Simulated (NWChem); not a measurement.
System: CaO; SMILES [Ca]=[O]

NWChem input:

```
start job
memory heap 200 mb stack 900 mb global 1100 mb
geometry units angstroms noautoz
  Ca     0.000000     0.000000    -0.622636
  O      0.000000     0.000000     1.413507
end
basis spherical
  * library def2-svp
end
dft
  xc pbe0
  iterations 150
  mulliken
end
task dft energy
```

Parts of the log:

```
             Northwest Computational Chemistry Package (NWChem) 7.3.0
             --------------------------------------------------------

 ORDER OF PRIMARY AXIS IS BEING SET TO 4
 C4V symmetry detected

                             Geometry "geometry" -> ""
                             -------------------------

 Output coordinates in angstroms (scale by  1.889725989 to convert to a.u.)

  No.       Tag          Charge          X              Y              Z
 ---- ---------------- ---------- -------------- -------------- --------------
    1 Ca                  20.0000     0.00000000     0.00000000    -0.58175514
    2 O                    8.0000     0.00000000     0.00000000     1.45438786

 Effective nuclear repulsion energy (a.u.)      41.5827178346

      Symmetry information
      --------------------

 Group name             C4v
 Group number             18
 Group order               8
 No. of unique centers     2

                                 NWChem DFT Module
                                 -----------------

 Summary of "ao basis" -> "ao basis" (spherical)
 ------------------------------------------------------------------------------
       Tag                 Description            Shells   Functions and Types
 ---------------- ------------------------------  ------  ---------------------
 Ca                         def2-svp                10       24   5s3p2d
 O                          def2-svp                 6       14   3s2p1d

      Symmetry analysis of basis
      --------------------------

        a1         16
        a2          0
        b1          3
        b2          3
        e          16

            General Information
            -------------------
          SCF calculation type: DFT
          Wavefunction type:  closed shell.
          No. of atoms     :     2
          No. of electrons :    28
           Alpha electrons :    14
            Beta electrons :    14
          Charge           :     0
          Spin multiplicity:     1
          Use of symmetry is: on ; symmetry adaption is: on
          Maximum number of iterations: 150
          AO basis - number of functions:    38
                     number of shells:    16
          Convergence on energy requested:  1.00D-06
          Convergence on density requested:  1.00D-05
          Convergence on gradient requested:  5.00D-04

              XC Information
              --------------
                         PBE0 Method XC Functional
                     Hartree-Fock (Exact) Exchange  0.250
          PerdewBurkeErnzerhof Exchange Functional  0.750
            Perdew 1991 LDA Correlation Functional  1.000 local
           PerdewBurkeErnz. Correlation Functional  1.000 non-local

             Grid Information
             ----------------
          Grid used for XC integration:  medium
          Radial quadrature: Mura-Knowles
          Angular quadrature: Lebedev.
          Tag              B.-S. Rad. Rad. Pts. Rad. Cut. Ang. Pts.
          ---              ---------- --------- --------- ---------
          Ca                  1.80      112          11.0       590
          O                   0.60       49           8.0       434
          Grid pruning is: on
          Number of quadrature shells:   161
          Spatial weights used:  Erf1

      Superposition of Atomic Density Guess
      -------------------------------------

 Sum of atomic energies:        -751.35185782

      Non-variational initial energy
      ------------------------------

 Total energy =    -751.075314
 1-e energy   =   -1111.972634
 2-e energy   =     319.314602
 HOMO         =      -0.451607
 LUMO         =      -0.159157

      Symmetry analysis of molecular orbitals - initial
      -------------------------------------------------

 !! scf_movecs_sym_adapt:    6 vectors were symmetry contaminated

  Symmetry fudging

 !! scf_movecs_sym_adapt:    6 vectors were symmetry contaminated

  Numbering of irreducible representations:

     1 a1          2 a2          3 b1          4 b2          5 e

  Orbital symmetries:

     1 a1          2 a1          3 a1          4 a1          5 e
     6 e           7 a1          8 a1          9 e          10 e
    11 a1         12 a1         13 e          14 e          15 a1
    16 a1         17 e          18 e          19 a1         20 b1
    21 b2         22 e          23 e          24 a1

     ---------------------------------------------
      Total Density - Mulliken Population Analysis
     ---------------------------------------------

    Atom       Charge   Shell Charges
 -----------   ------   -------------------------------------------------------
    1 Ca  20    18.26   2.00  2.00  2.00  0.09 -0.01  6.00  6.00  0.05  0.08  0.06
    2 O    8     9.74   1.99  1.17  0.80  3.39  2.38  0.00

   convergence    iter        energy       DeltaE   RMS-Dens  Diis-err
 ---------------- ----- ----------------- --------- --------- ---------
 d= 0,ls=0.0,diis     1   -751.9653273457 -7.94D+02  1.20D-01  2.28D+00
 d= 0,ls=0.0,diis     2   -743.8333904872  8.13D+00  1.19D-01  1.73D+01
 d= 0,ls=0.0,diis     3   -752.1723442823 -8.34D+00  2.06D-02  1.03D+00
 d= 0,ls=0.0,diis     4   -752.3377694535 -1.65D-01  1.35D-02  4.81D-02
 d= 0,ls=0.0,diis     5   -752.3324355348  5.33D-03  2.44D-03  1.15D-01
  Resetting Diis
 d= 0,ls=0.0,diis     6   -752.3425763465 -1.01D-02  2.26D-03  2.83D-02
 d= 0,ls=0.0,diis     7   -752.3459324050 -3.36D-03  2.19D-03  4.59D-04
 d= 0,ls=0.0,diis     8   -752.3449442697  9.88D-04  1.71D-03  8.81D-03
 d= 0,ls=0.0,diis     9   -752.3459918692 -1.05D-03  1.09D-04  7.09D-06
 d= 0,ls=0.0,diis    10   -752.3459929984 -1.13D-06  4.44D-05  2.10D-06
 d= 0,ls=0.0,diis    11   -752.3459933870 -3.89D-07  1.97D-05  2.51D-08
 d= 0,ls=0.0,diis    12   -752.3459934019 -1.49D-08  2.30D-06  8.75D-09

         Total DFT energy =     -752.345993401894
      One electron energy =    -1116.683085667848
           Coulomb energy =      367.238318417335
    Exchange-Corr. energy =      -44.483943986008
 Nuclear repulsion energy =       41.582717834627

 Numeric. integr. density =       28.000000968409

                  Occupations of the irreducible representations
                  ----------------------------------------------

                     irrep           alpha         beta
                     --------     --------     --------
                     a1                8.0          8.0
                     a2                0.0          0.0
                     b1                0.0          0.0
                     b2                0.0          0.0
                     e                 6.0          6.0

                       DFT Final Molecular Orbital Analysis
                       ------------------------------------

 Vector   12  Occ=2.000000D+00  E=-1.666699D-01  Symmetry=a1
              MO Center=  2.2D-16, -1.8D-16,  9.5D-01, r^2= 2.2D+00
   Bfn.  Coefficient  Atom+Function         Bfn.  Coefficient  Atom+Function
  ----- ------------  ---------------      ----- ------------  ---------------
    30      0.545635  2 O  pz                 4     -0.461107  1 Ca s
    33      0.425865  2 O  pz                 3      0.275228  1 Ca s
    17     -0.242223  1 Ca d  0              14      0.123545  1 Ca pz
     5      0.109616  1 Ca s                 11      0.089624  1 Ca pz
    27      0.086233  2 O  s                 26      0.077909  2 O  s

 Vector   13  Occ=2.000000D+00  E=-1.615627D-01  Symmetry=e
              MO Center= -3.5D-16, -2.8D-16,  1.2D+00, r^2= 1.3D+00
   Bfn.  Coefficient  Atom+Function         Bfn.  Coefficient  Atom+Function
  ----- ------------  ---------------      ----- ------------  ---------------
    29      0.556869  2 O  py                32      0.416735  2 O  py
    16      0.202183  1 Ca d -1              21      0.179843  1 Ca d -1
    13      0.162540  1 Ca py                10     -0.094823  1 Ca py
    28      0.048176  2 O  px                31      0.036053  2 O  px
     7      0.027619  1 Ca py

 Vector   14  Occ=2.000000D+00  E=-1.615627D-01  Symmetry=e
              MO Center= -8.1D-16,  1.3D-15,  1.2D+00, r^2= 1.3D+00
   Bfn.  Coefficient  Atom+Function         Bfn.  Coefficient  Atom+Function
  ----- ------------  ---------------      ----- ------------  ---------------
    28      0.556869  2 O  px                31      0.416735  2 O  px
    18     -0.202183  1 Ca d  1              23     -0.179843  1 Ca d  1
    12      0.162540  1 Ca px                 9     -0.094823  1 Ca px
    29     -0.048176  2 O  py                32     -0.036053  2 O  py
     6      0.027619  1 Ca px

 Vector   15  Occ=0.000000D+00  E=-7.736230D-02  Symmetry=a1
              MO Center= -1.3D-15, -6.5D-16, -1.1D+00, r^2= 6.3D+00
   Bfn.  Coefficient  Atom+Function         Bfn.  Coefficient  Atom+Function
  ----- ------------  ---------------      ----- ------------  ---------------
     4      0.511619  1 Ca s                  5      0.451424  1 Ca s
    14     -0.401984  1 Ca pz                 3     -0.331449  1 Ca s
    11      0.214312  1 Ca pz                30      0.199394  2 O  pz
    17     -0.138186  1 Ca d  0              33      0.135937  2 O  pz
     2      0.062245  1 Ca s                  8     -0.061780  1 Ca pz

 Vector   16  Occ=0.000000D+00  E= 1.009193D-02  Symmetry=e
              MO Center= -8.4D-16,  5.8D-16, -1.3D+00, r^2= 4.1D+00
   Bfn.  Coefficient  Atom+Function         Bfn.  Coefficient  Atom+Function
  ----- ------------  ---------------      ----- ------------  ---------------
    12      0.702164  1 Ca px                13      0.485452  1 Ca py
    23      0.341890  1 Ca d  1               9     -0.275310  1 Ca px
    18      0.261524  1 Ca d  1              21     -0.236371  1 Ca d -1
    10     -0.190340  1 Ca py                16     -0.180809  1 Ca d -1
     6      0.077692  1 Ca px                 7      0.053713  1 Ca py

[...]
```

Level: PBE0/def2-SVP. The geometry was optimised at B3LYP/6-31G* (spherical d).
